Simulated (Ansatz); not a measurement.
Calculated with Ansatz (gas phase, PBE0-D4/def2-TZVP geometries, no zero-point term in ΔE). CBS: MP2 limit from def2 TZ/QZ plus the TZ coupled-cluster correction, frozen cores. This one scheme is used for every species. def2 core potentials past Kr. For Br, In outer-core shells are correlated without core-valence functions, which leaves a few kJ/mol of doubt a bond. Scalar relativity is left out up to krypton. One conformer a species, not always the lowest.

Consider the redistribution: `[OH][In]([SH])[Br]` + `BN` → `[NH2][In]([SH])[Br]` + `BO`.

`[OH][In]([SH])[Br]`:

Z-matrix (Å, degrees):
```
In
S 1 2.354
Br 1 2.456 2 122.9
O 1 1.971 2 119.7 3 -180.0
H 2 1.346 1 91.9 3 -180.0
H 4 0.961 1 112.2 2 180.0
```

`BN`:

Z-matrix (Å, degrees):
```
B
N 1 1.385
H 1 1.197 2 119.0
H 1 1.197 2 119.0 3 -180.0
H 2 1.006 1 123.2 3 -0.0
H 2 1.006 1 123.2 3 180.0
```

`[NH2][In]([SH])[Br]`:

Cartesian coordinates in Å:
```
N 0.634 -0.080 -1.613
In -0.184 0.135 0.206
S -0.430 -1.589 1.809
Br -1.208 2.321 0.719
H 1.355 -0.780 -1.711
H 0.931 0.776 -2.059
H -1.098 -0.782 2.650
```

`BO`:

Cartesian coordinates in Å:
```
B -0.316 0.078 0.266
O 0.906 -0.351 -0.105
H -0.597 -0.030 1.424
H -1.074 0.545 -0.542
H 1.082 -0.242 -1.043
```

```
              species  HF/def2-QZVPP energy (Eh)
 `[OH][In]([SH])[Br]`                -3235.41756
                 `BN`                  -81.53399
`[NH2][In]([SH])[Br]`                -3215.56769
                 `BO`                 -101.37817
```

(1) Work out ΔE.

Largest T1 diagnostic among the species: 0.014.

## Answers

(1) ΔE = (-3215.56769) + (-101.37817) − (-3235.41756) − (-81.53399) = 0.00569 Eh = +14.9 kJ/mol. CCSD(T)/CBS gives +18.1 kJ/mol.

From PBE to PBE0 (25 % exact exchange), in def2-TZVPP and without D4, ΔE moves by −4.1 kJ/mol.
